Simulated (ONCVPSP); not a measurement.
Ru (Z = 44) ONCV: all-electron and pseudo phase curves

ONCVPSP 4.0.1 input, shortened (lines: element, Z, core and valence counts, functional; n l f; lmax; l rc ep ncon nbas qcut; lloc lpopt rc5 dvloc0; l nproj debl; icmod fcfact rcfact), PBE, fully relativistic:

```
  Ru 44.00    6    3        4      upf
    1    0    2.00
    2    0    2.00
    2    1    6.00
    3    0    2.00
    3    1    6.00
    3    2   10.00
    4    0    2.00
    4    1    6.00
    4    2    7.00
    2
    0    1.00    0.00    4    7    5.00
    1    1.15    0.00    4    8    8.00
    2    1.95    0.00    5   10    6.60
    4    5    1.00   -3.00
    0    2    0.50
    1    2    3.00
    2    2    3.60
    3    2.75    1.30
```

Open shells are filled in proportion to 2j + 1.

In the s channel the program set the typed energies aside and used -3.077, 0.250 Ha.

The phase is arctan(r·R′/R) of the radial function R(r), unwrapped; energies in Ha, scanned from -5 to 5 Ha. A pole is an energy at which the radial function vanishes at the test radius. The pseudo phase is shifted by a multiple of π to meet the all-electron one at the reference energy, and phase errors are pseudo minus all-electron; the curves can meet again beyond the range given. Levels narrower than the energy grid can be missing from the lists of poles.

```csv
channel,radius (bohr),reference energy (Ha),"poles, all-electron","poles, pseudo",unbroken range about the reference energy with phases within 0.05 rad,phase error 1 Ha above the reference energy (rad)
s,1.02,-3.08,3.89,3.83,the whole range,-0.000
p3/2,1.17,-1.94,2.36,2.36,the whole range,-0.000
p1/2,1.17,-2.06,1.96,1.96,the whole range,-0.000
d5/2,1.98,-0.46,0.18,0.18,the whole range,+0.000
d3/2,1.98,-0.47,0.15,0.15,the whole range,+0.000
```

Phases in the p3/2 channel:

```
E (Ha)  all-electron  pseudo
 -4.96         0.726   0.724
 -4.48         0.525   0.524
 -4.00         0.238   0.237
 -3.52        -0.131  -0.132
 -3.04        -0.505  -0.506
 -2.56        -0.802  -0.802
 -2.08        -1.011  -1.011
 -1.60        -1.154  -1.154
 -1.12        -1.257  -1.257
 -0.64        -1.332  -1.332
 -0.16        -1.391  -1.391
  0.32        -1.438  -1.438
  0.80        -1.476  -1.476
  1.28        -1.509  -1.509
  1.76        -1.538  -1.538
  2.24        -1.564  -1.565
  2.72        -1.589  -1.589
  3.20        -1.611  -1.612
  3.68        -1.634  -1.634
  4.16        -1.656  -1.657
  4.64        -1.679  -1.680
```
